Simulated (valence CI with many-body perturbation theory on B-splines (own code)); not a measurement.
Hg49+: fill in the table

Level of theory: configuration interaction combined with many-body perturbation theory (CI+MBPT): three valence electrons over a frozen Dirac-Fock core [Ar] 3d10, radial functions for each j: 11 s, 11 p, 10 d, 8 f, 5 g, 2 h, with the one-electron correlation potential Σ1 (screened to all orders), the two-electron term Σ2, the three-electron term Σ3, Breit, model QED; selected single and double excitations, second order for the rest, scaled by the run's own slope (own B-spline code, finite nucleus).

No measured spectrum was set against this ion. As an estimate, large intervals hold to a few tenths of a per cent, small ones and those within an open d or f shell to about a per cent.

| Level | E (eV) |
| --- | --- |
| (4s^2 4p1/2) J=1/2 | 0.00 |
| (4s 4p1/2^2) J=1/2 | ? |
| (4s^2 4p3/2) J=3/2 | 148.94 |
| (4s 4p1/2 4p3/2) J=3/2 [a] | 246.30 |
| (4s 4p1/2 4p3/2) J=5/2 | 255.87 |
| (4s 4p1/2 4p3/2) J=3/2 [b] | 269.14 |
| (4s 4p1/2 4p3/2) J=1/2 | 271.54 |
| (4s^2 4d3/2) J=3/2 | 331.77 |
| (4s^2 4d5/2) J=5/2 | 360.55 |
| (4p1/2^2 4p3/2) J=3/2 | ? |
| (4s 4p3/2^2) J=5/2 | ? |
| (4s 4p3/2^2) J=1/2 | ? |
| (4s 4p1/2 4d3/2) J=3/2 [a] | ? |
| (4s 4p3/2^2) J=3/2 | 424.12 |
| (4s 4p1/2 4d3/2) J=5/2 | 428.86 |
| (4s 4p1/2 4d3/2) J=1/2 | 443.42 |
| (4s 4p1/2 4d3/2) J=3/2 [b] | 445.17 |
| (4s 4p1/2 4d5/2) J=5/2 [a] | 460.89 |
| (4s 4p1/2 4d5/2) J=7/2 | ? |
| (4s 4p1/2 4d5/2) J=5/2 [b] | 473.84 |

Levels are named by their leading jj configuration (3d3/2^4 stands for four electrons in 3d with j = 3/2), which in mixed levels can hold well under half, so a name can repeat and another be missing. Letters in brackets count levels of one name in rising energy.

The levels stand in rising order. What does the calculation give for the missing energies?

(4s 4p1/2^2) J=1/2 112.61; (4p1/2^2 4p3/2) J=3/2 381.54; (4s 4p3/2^2) J=5/2 402.80; (4s 4p3/2^2) J=1/2 420.32; (4s 4p1/2 4d3/2) J=3/2 [a] 420.40; (4s 4p1/2 4d5/2) J=7/2 467.26.
